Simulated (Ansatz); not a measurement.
Mulliken charges of `[AlH2][NH][SiH2]Cl` from PBE/def2-TZVPP in Ansatz (PBE0-D4/def2-TZVP geometry).

```json
{"atom": "Al1", "x (Å)": "-0.282", "y (Å)": "1.778", "z (Å)": "-0.083", "charge (e)": "0.348"}
{"atom": "N2", "x (Å)": "-0.066", "y (Å)": "0.150", "z (Å)": "0.628", "charge (e)": "-0.276"}
{"atom": "Si3", "x (Å)": "0.099", "y (Å)": "-1.349", "z (Å)": "-0.175", "charge (e)": "0.381"}
{"atom": "Cl4", "x (Å)": "2.054", "y (Å)": "-2.020", "z (Å)": "-0.193", "charge (e)": "-0.242"}
{"atom": "H5", "x (Å)": "-0.395", "y (Å)": "1.876", "z (Å)": "-1.654", "charge (e)": "-0.113"}
{"atom": "H6", "x (Å)": "-0.363", "y (Å)": "3.000", "z (Å)": "0.917", "charge (e)": "-0.115"}
{"atom": "H7", "x (Å)": "0.027", "y (Å)": "0.104", "z (Å)": "1.635", "charge (e)": "0.134"}
{"atom": "H8", "x (Å)": "-0.674", "y (Å)": "-2.422", "z (Å)": "0.492", "charge (e)": "-0.062"}
{"atom": "H9", "x (Å)": "-0.311", "y (Å)": "-1.165", "z (Å)": "-1.584", "charge (e)": "-0.054"}
```

**Question.** By hand: the dipole of these point charges (1 e Å = 4.8032 D).

**Answer.** Σ q r = (-0.391, 0.222, 0.133) e Å, of length 0.469 e Å = 2.25 D.

**Question.** How does the dipole of the full density compare? (Estimate.)

**Answer.** Computed: (-0.241, 0.184, 0.203) e Å, 1.75 D; the point charges give 1.29 times that, at 19° from its direction.

Point charges leave out the atoms' own dipoles, such as those of lone pairs, and Mulliken's split depends on the basis, so the two needn't agree.
